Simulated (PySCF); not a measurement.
C3H6F2Si, SMILES C/C(F)=C/[SiH2]F.

Coordinates come from a PBE0-D3(BJ)/def2-SVP optimisation. The structure was generated by enumeration; whether it is a known compound was not checked. Other conformers were not sampled.

The numbers are results of PBE0-D3(BJ)/def2-SVP (PySCF), not measurements.

Frequencies are harmonic and unscaled.

Computed normal modes with their intensities:
| mode | ν (cm⁻¹) | IR (km/mol) | moving atoms (share of kinetic energy) |
|---|---|---|---|
| 1 | 34 | 2.0 | F 47 %, Si 22 %, H 18 %, C 12 % |
| 2 | 109 | 3.0 | F 50 %, C 24 %, Si 15 %, H 11 % |
| 3 | 147 | 2.7 | C 46 %, H 41 % |
| 4 | 196 | 0.1 | H 86 %, C 12 % |
| 5 | 241 | 3.3 | F 66 %, Si 20 %, C 10 % |
| 6 | 366 | 6.7 | C 32 %, H 28 %, F 21 %, Si 19 % |
| 7 | 521 | 1.0 | C 50 %, F 24 %, H 16 %, Si 9 % |
| 8 | 533 | 4.7 | C 54 %, H 39 % |
| 9 | 663 | 67.9 | H 63 %, Si 17 %, C 16 % |
| 10 | 730 | 2.0 | H 91 % |
| 11 | 794 | 79.6 | C 53 %, H 19 %, Si 19 %, F 9 % |
| 12 | 798 | 49.1 | H 82 %, C 15 % |
| 13 | 867 | 15.1 | F 48 %, H 31 %, Si 18 % |
| 14 | 906 | 166.0 | H 38 %, C 31 %, F 25 % |
| 15 | 940 | 194.5 | H 51 %, F 21 %, Si 15 %, C 14 % |
| 16 | 968 | 91.7 | H 88 %, Si 9 % |
| 17 | 1010 | 4.7 | H 70 %, C 28 % |
| 18 | 1051 | 6.7 | H 59 %, C 41 % |
| 19 | 1137 | 66.8 | H 53 %, C 40 % |
| 20 | 1309 | 67.5 | C 54 %, H 38 % |
| 21 | 1402 | 41.0 | H 59 %, C 40 % |
| 22 | 1438 | 10.1 | H 96 % |
| 23 | 1447 | 12.5 | H 94 % |
| 24 | 1761 | 217.0 | C 97 % |
| 25 | 2254 | 144.7 | H 96 % |
| 26 | 2256 | 89.7 | H 98 % |
| 27 | 3062 | 6.0 | H 97 % |
| 28 | 3145 | 2.2 | H 91 %, C 9 % |
| 29 | 3199 | 2.5 | H 90 %, C 10 % |
| 30 | 3220 | 1.5 | H 92 %, C 8 % |
